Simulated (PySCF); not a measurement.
A geometry optimisation, step by step.

Species: C₂H₈SSeSi.
Bonds: C1–S2, S2–Si3, Si3–Se4, Se4–C5. Hydrogens: H6, H7, H8 on C1; H9, H10 on Si3; H11, H12, H13 on C5.

Method: PySCF 2.14.0, PBE0-D3(BJ)/def2-SVP geometry optimisation, gas phase; density fitting, grid level 1; the optimiser is geomeTRIC in internal coordinates, started from a GFN2-xTB structure with every atom displaced at random (about 0.01 Å). The frame can shift and turn from step to step; on so coarse a grid that alone can change the energy by a few meV, and forces under 0.02 eV/Å are noise.

Step 0: E = -86235.6019 eV, largest atomic force 2.191 eV/Å
```
atom  x, y, z in Å  |  force x, y, z in eV/Å
C1     -2.640   -0.479    0.290   -0.598   1.823  -1.058
S2     -1.962   -0.695   -1.379   -0.076  -0.422  -0.136
Si3     0.025    0.008   -1.115   -0.297  -0.040   0.911
Se4     0.766   -0.290    1.040   -1.009  -0.453   0.179
C5      2.566    0.273    0.716    0.031   0.888   0.378
H6     -2.051   -0.970    1.015    0.811  -0.828   1.136
H7     -3.648   -0.882    0.266   -0.366  -0.213   0.053
H8     -2.696    0.612    0.509   -0.062  -0.532   0.128
H9      0.865   -0.767   -2.000    0.565  -0.355  -0.701
H10     0.116    1.438   -1.398    0.175   0.639  -0.245
H11     3.095    0.189    1.677    0.022   0.074  -0.105
H12     3.028   -0.363   -0.014    0.504  -0.436  -0.592
H13     2.542    1.324    0.383    0.301  -0.144   0.051
```

Step 1: E = -86235.7700 eV, largest atomic force 0.607 eV/Å
```
atom  x, y, z in Å  |  force x, y, z in eV/Å
C1     -2.490   -0.206    0.341    0.296  -0.437   0.299
S2     -1.761   -0.707   -1.253    0.082   0.081  -0.059
Si3     0.229    0.065   -1.066    0.002  -0.059  -0.025
Se4     0.981   -0.359    1.048    0.185   0.047  -0.098
C5      2.820    0.247    0.688   -0.087  -0.240  -0.008
H6     -1.951   -0.713    1.171   -0.282   0.256  -0.240
H7     -3.529   -0.564    0.331    0.020   0.065  -0.014
H8     -2.469    0.878    0.488   -0.035   0.128   0.003
H9      1.065   -0.649   -2.077   -0.050  -0.045  -0.018
H10     0.361    1.529   -1.364   -0.080  -0.003   0.075
H11     3.358    0.165    1.639    0.030   0.029   0.028
H12     3.300   -0.407   -0.057   -0.065   0.071   0.071
H13     2.832    1.287    0.348   -0.016   0.108  -0.014
```

Step 2: E = -86235.7927 eV, largest atomic force 0.073 eV/Å
```
atom  x, y, z in Å  |  force x, y, z in eV/Å
C1     -2.499   -0.191    0.336    0.060  -0.032   0.028
S2     -1.753   -0.735   -1.238    0.040  -0.009   0.047
Si3     0.238    0.023   -1.056    0.004  -0.023  -0.006
Se4     1.038   -0.452    1.028    0.034  -0.032  -0.052
C5      2.837    0.251    0.686   -0.046   0.002   0.024
H6     -2.003   -0.666    1.196   -0.021   0.045  -0.051
H7     -3.544   -0.527    0.309   -0.019   0.027  -0.019
H8     -2.473    0.901    0.449   -0.010   0.004  -0.011
H9      1.048   -0.660   -2.109   -0.051  -0.017  -0.016
H10     0.338    1.497   -1.301   -0.020   0.011   0.051
H11     3.390    0.159    1.630    0.009   0.013  -0.006
H12     3.338   -0.342   -0.090    0.006   0.011   0.004
H13     2.792    1.309    0.393    0.014   0.000   0.007
```

Step 3: E = -86235.8229 eV, largest atomic force 0.638 eV/Å
```
atom  x, y, z in Å  |  force x, y, z in eV/Å
C1     -2.499   -0.132    0.325   -0.267   0.413  -0.407
S2     -1.746   -0.831   -1.181   -0.015  -0.130   0.106
Si3     0.247   -0.095   -1.044    0.017   0.028  -0.008
Se4     1.185   -0.720    0.938   -0.089  -0.128   0.025
C5      2.853    0.263    0.692   -0.034   0.255   0.102
H6     -2.052   -0.512    1.239    0.253  -0.205   0.286
H7     -3.555   -0.427    0.294   -0.028  -0.032   0.015
H8     -2.451    0.969    0.320    0.029  -0.099   0.005
H9      0.973   -0.682   -2.210   -0.029   0.024  -0.013
H10     0.285    1.398   -1.138    0.063   0.027   0.004
H11     3.441    0.130    1.610   -0.015  -0.029  -0.028
H12     3.412   -0.133   -0.161    0.080  -0.035  -0.078
H13     2.652    1.337    0.554    0.036  -0.088  -0.011
```

Step 4: E = -86235.8379 eV, largest atomic force 0.648 eV/Å
```
atom  x, y, z in Å  |  force x, y, z in eV/Å
C1     -2.474   -0.075    0.316   -0.276   0.404  -0.426
S2     -1.743   -0.918   -1.124   -0.066  -0.113   0.074
Si3     0.251   -0.189   -1.054    0.020   0.044   0.005
Se4     1.306   -0.931    0.825   -0.110  -0.149   0.022
C5      2.836    0.273    0.707   -0.012   0.262   0.130
H6     -2.024   -0.372    1.259    0.245  -0.194   0.302
H7     -3.538   -0.348    0.317   -0.018  -0.054   0.037
H8     -2.410    1.021    0.204    0.035  -0.112   0.019
H9      0.892   -0.689   -2.306    0.005   0.033   0.000
H10     0.263    1.309   -1.027    0.074   0.022  -0.028
H11     3.452    0.099    1.600   -0.015  -0.034  -0.034
H12     3.429    0.063   -0.189    0.079  -0.018  -0.075
H13     2.504    1.323    0.708    0.038  -0.090  -0.027
```

Step 5: E = -86235.8484 eV, largest atomic force 0.211 eV/Å
```
atom  x, y, z in Å  |  force x, y, z in eV/Å
C1     -2.440   -0.039    0.316   -0.096   0.155  -0.107
S2     -1.754   -0.946   -1.107   -0.048  -0.044  -0.009
Si3     0.249   -0.232   -1.087    0.010   0.026   0.017
Se4     1.349   -1.036    0.742   -0.042  -0.057  -0.004
C5      2.799    0.276    0.728   -0.004   0.109   0.062
H6     -1.950   -0.317    1.254    0.080  -0.061   0.082
H7     -3.505   -0.303    0.368    0.003  -0.035   0.022
H8     -2.361    1.049    0.164    0.017  -0.047   0.011
H9      0.845   -0.693   -2.375    0.010   0.016   0.004
H10     0.281    1.264   -1.007    0.047   0.007  -0.031
H11     3.415    0.077    1.616   -0.008  -0.021  -0.011
H12     3.419    0.168   -0.170    0.024  -0.010  -0.021
H13     2.399    1.298    0.794    0.008  -0.039  -0.016
```

Step 6: E = -86235.8540 eV, largest atomic force 0.197 eV/Å
```
atom  x, y, z in Å  |  force x, y, z in eV/Å
C1     -2.397   -0.022    0.327    0.074  -0.107   0.148
S2     -1.775   -0.916   -1.135    0.001   0.032  -0.056
Si3     0.246   -0.238   -1.134   -0.015  -0.003   0.015
Se4     1.317   -1.066    0.702    0.029   0.022  -0.024
C5      2.747    0.274    0.752    0.017  -0.039  -0.012
H6     -1.857   -0.337    1.234   -0.066   0.063  -0.087
H7     -3.459   -0.284    0.429    0.009   0.001  -0.006
H8     -2.306    1.065    0.197   -0.009   0.030  -0.007
H9      0.835   -0.707   -2.422   -0.010  -0.009  -0.001
H10     0.328    1.257   -1.059    0.013  -0.002  -0.010
H11     3.336    0.067    1.655   -0.001   0.003   0.011
H12     3.399    0.187   -0.128   -0.025  -0.007   0.025
H13     2.329    1.286    0.816   -0.017   0.017   0.004
```

Step 7: E = -86235.8558 eV, largest atomic force 0.211 eV/Å
```
atom  x, y, z in Å  |  force x, y, z in eV/Å
C1     -2.359   -0.007    0.338    0.091  -0.135   0.133
S2     -1.786   -0.893   -1.150    0.000   0.061  -0.044
Si3     0.246   -0.247   -1.174   -0.013  -0.011   0.014
Se4     1.313   -1.105    0.650    0.043   0.040  -0.019
C5      2.707    0.269    0.774    0.018  -0.060  -0.025
H6     -1.785   -0.328    1.223   -0.071   0.062  -0.084
H7     -3.416   -0.271    0.477    0.006   0.009  -0.010
H8     -2.271    1.080    0.211   -0.020   0.034  -0.011
H9      0.811   -0.718   -2.472   -0.013  -0.019  -0.001
H10     0.364    1.244   -1.091    0.001  -0.004   0.000
H11     3.277    0.052    1.687   -0.003   0.007   0.016
H12     3.384    0.222   -0.089   -0.025  -0.004   0.025
H13     2.260    1.268    0.852   -0.014   0.020   0.008
```

Step 8: E = -86235.8590 eV, largest atomic force 0.094 eV/Å
```
atom  x, y, z in Å  |  force x, y, z in eV/Å
C1     -2.292    0.012    0.363    0.039  -0.085   0.011
S2     -1.812   -0.809   -1.196    0.015   0.076   0.014
Si3     0.246   -0.248   -1.254   -0.006  -0.013   0.009
Se4     1.291   -1.148    0.565    0.063   0.026  -0.012
C5      2.637    0.256    0.817   -0.013  -0.048  -0.025
H6     -1.654   -0.331    1.192   -0.028   0.022  -0.028
H7     -3.333   -0.274    0.564   -0.003   0.012  -0.005
H8     -2.226    1.105    0.270   -0.025   0.015  -0.005
H9      0.764   -0.747   -2.560   -0.015  -0.026   0.001
H10     0.449    1.235   -1.177   -0.013  -0.001   0.016
H11     3.153    0.025    1.758   -0.008   0.005   0.012
H12     3.366    0.251   -0.002   -0.007   0.002   0.005
H13     2.156    1.239    0.895    0.002   0.014   0.007
```

Step 9: E = -86235.8609 eV, largest atomic force 0.069 eV/Å
```
atom  x, y, z in Å  |  force x, y, z in eV/Å
C1     -2.265    0.026    0.375   -0.012  -0.003  -0.068
S2     -1.817   -0.769   -1.206    0.007   0.056   0.020
Si3     0.251   -0.254   -1.290   -0.006  -0.005   0.013
Se4     1.315   -1.186    0.501    0.028  -0.002   0.000
C5      2.607    0.247    0.838   -0.021  -0.010  -0.011
H6     -1.599   -0.308    1.181    0.021  -0.020   0.023
H7     -3.295   -0.280    0.602    0.000  -0.002   0.006
H8     -2.227    1.121    0.289   -0.013  -0.004   0.002
H9      0.726   -0.759   -2.610   -0.006  -0.019   0.004
H10     0.493    1.223   -1.206   -0.010   0.001   0.013
H11     3.099    0.003    1.789   -0.006   0.001   0.003
H12     3.362    0.289    0.043    0.008   0.004  -0.006
H13     2.095    1.213    0.930    0.012   0.002   0.002
```

Step 10: E = -86235.8623 eV, largest atomic force 0.082 eV/Å
```
atom  x, y, z in Å  |  force x, y, z in eV/Å
C1     -2.256    0.032    0.383   -0.039   0.036  -0.062
S2     -1.825   -0.707   -1.227    0.011   0.013   0.009
Si3     0.257   -0.247   -1.310   -0.007  -0.001   0.003
Se4     1.317   -1.198    0.474    0.001  -0.020  -0.001
C5      2.593    0.238    0.848   -0.017   0.014   0.004
H6     -1.570   -0.314    1.167    0.029  -0.020   0.031
H7     -3.276   -0.299    0.618    0.000  -0.008   0.011
H8     -2.240    1.130    0.329    0.003  -0.011   0.007
H9      0.704   -0.776   -2.631    0.000  -0.002   0.001
H10     0.541    1.222   -1.231   -0.001   0.002   0.010
H11     3.057   -0.006    1.812    0.002  -0.001  -0.003
H12     3.368    0.286    0.074    0.011   0.002  -0.007
H13     2.075    1.203    0.929    0.008  -0.004  -0.003
```

Step 11: E = -86235.8627 eV, largest atomic force 0.028 eV/Å
```
atom  x, y, z in Å  |  force x, y, z in eV/Å
C1     -2.256    0.037    0.384   -0.014   0.016  -0.018
S2     -1.826   -0.688   -1.231    0.000   0.000  -0.002
Si3     0.259   -0.246   -1.312   -0.006   0.001   0.000
Se4     1.322   -1.208    0.465   -0.003  -0.011   0.003
C5      2.589    0.234    0.847   -0.002   0.009   0.005
H6     -1.565   -0.313    1.164    0.010  -0.007   0.010
H7     -3.273   -0.303    0.622    0.002  -0.006   0.004
H8     -2.247    1.135    0.340    0.005  -0.003   0.003
H9      0.698   -0.777   -2.634    0.001   0.005  -0.001
H10     0.556    1.220   -1.227    0.001   0.002   0.004
H11     3.048   -0.007    1.815    0.002  -0.002  -0.002
H12     3.370    0.285    0.079    0.004  -0.002  -0.003
H13     2.068    1.197    0.925    0.001  -0.003  -0.003
```

**Question.** Summarise the path.

**Answer.** The energy falls by 6.01 kcal/mol from step 0 to step 11; nine tenths of that is first reached at step 4. It falls at every step. The largest force goes from 2.191 to 0.028 eV/Å. Among the bonds Si3–H9 changes most (a near tie, within 0.001 Å, with another), from 1.446 to 1.491 Å; the atoms move by 0.600 Å rms after alignment.

**Question.** Follow the three bonds and two angles with the largest change from start to end.

**Answer.** 
```tsv
step	E above end (kcal/mol)	largest force (eV/Å)	Si3–H9 (Å)	Se4–C5 (Å)	C1–H6 (Å)	Se4–Si3–H9 (°)	S2–C1–H8 (°)
0	6.01	2.191	1.446	1.913	1.056	108.5	108.4
1	2.14	0.607	1.494	1.969	1.112	110.7	112.5
2	1.61	0.073	1.494	1.961	1.101	111.0	112.0
3	0.92	0.638	1.493	1.952	1.086	111.8	111.2
4	0.57	0.648	1.493	1.950	1.087	112.6	110.9
5	0.33	0.211	1.492	1.956	1.095	113.0	111.0
6	0.20	0.197	1.492	1.961	1.102	113.3	111.2
7	0.16	0.211	1.492	1.961	1.103	113.6	111.2
8	0.08	0.094	1.491	1.961	1.100	114.0	111.1
9	0.04	0.069	1.491	1.959	1.098	114.1	110.9
10	0.01	0.082	1.491	1.958	1.098	113.9	111.0
11	0.00	0.028	1.491	1.958	1.099	113.8	111.1
```

What follows is the cost of the whole optimisation. The run took 2.3 min on an Arm Neoverse V1 with one thread, no GPU, shared host, and the process peaked at 0.56 GiB of memory.
